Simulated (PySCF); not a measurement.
**Structure elucidation problem**

An unknown has the formula C₆H₁₀FNSi₂. Its calculated NMR data are:

$^{1}$H NMR (300 MHz, computed): δ 7.49 (m, 1H), 6.90 (m, 1H), 6.78 (d, 1H), 6.76 (m, 1H), 4.92 (s, 6H).

$^{13}$C{$^{1}$H} NMR (computed): δ 173.4 (C), 159.5 (C), 135.4 (CH), 120.1 (CH), 112.7 (CH), 112.2 (CH).

How the numbers were obtained: PBE0/pcSseg-1 with gauge-including orbitals, geometry from GFN2-xTB, in PySCF (no relativistic terms, in vacuum, averaged over atoms made equivalent by symmetry, fast rotation or ring inversion, one conformer).

δ = σ(ref) − σ, references computed at the same level: TMS for $^{1}$H, $^{13}$C.

**Question.** Choose the structure that fits.
A. Fc1cccc(N([SiH3])[SiH3])c1
B. C[SiH2][Si@H](F)c1ccccn1
C. C=C(C)[SiH2]/C(F)=C\[SiH2]C#N
D. N#C[C@@H]1[SiH2]CC[SiH2]/C1=C/F
E. N#C[C@@H]1CC[SiH2]/C(=C/F)[SiH2]1
F. C=C(C)[SiH2]/C(F)=C/[SiH2]C#N

**Answer.** A. 

The formula gives 4 degrees of unsaturation (1 ring in the answer). 6 carbon signals for 6 carbons: no two carbons are equivalent. Carbon types of the structure: 2 × C, 4 × CH, leaving 6 H on heteroatoms. δC 173.4: aromatic carbon bearing fluorine; an ipso carbon deshielded by its heteroatom. δC 159.5: aromatic carbon bearing nitrogen; the electronegative substituent deshields the carbon that carries it. δC 135.4, 120.1, 112.7, 112.2: aromatic CH. δH 7.49, 6.90, 6.78, 6.76: hydrogen on an aromatic CH. δH 4.92: hydrogen on a silicon bonded to N.

The others: C[SiH2][Si@H](F)c1ccccn1 would give 8 signals for carbon-bound and other non-exchanging H, not 5; C=C(C)[SiH2]/C(F)=C\[SiH2]C#N would give 6 signals for carbon-bound and other non-exchanging H, not 5; N#C[C@@H]1[SiH2]CC[SiH2]/C1=C/F would give 10 signals for carbon-bound and other non-exchanging H, not 5; C=C(C)[SiH2]/C(F)=C/[SiH2]C#N would give 6 signals for carbon-bound and other non-exchanging H, not 5; N#C[C@@H]1CC[SiH2]/C(=C/F)[SiH2]1 would give 10 signals for carbon-bound and other non-exchanging H, not 5.

Splittings by $^{19}$F in the carbon and heteronuclear signals aren't shown, as no couplings were computed. Shifts are as computed. Against solution values, carbons near 30 ppm lie about +3 ppm off and those near 130 ppm about +5 ppm. Of 1309 compounds with measured shifts, 239 miss one by over three times the rms of a fit or turn the order of signals round; such compounds aren't used in these exercises. No couplings were computed; multiplicities are counted from neighbouring protons, with m where these are inequivalent, close in shift, in a saturated or five-membered ring or joined by F or P, and br s for small geminal =CH2 splittings.
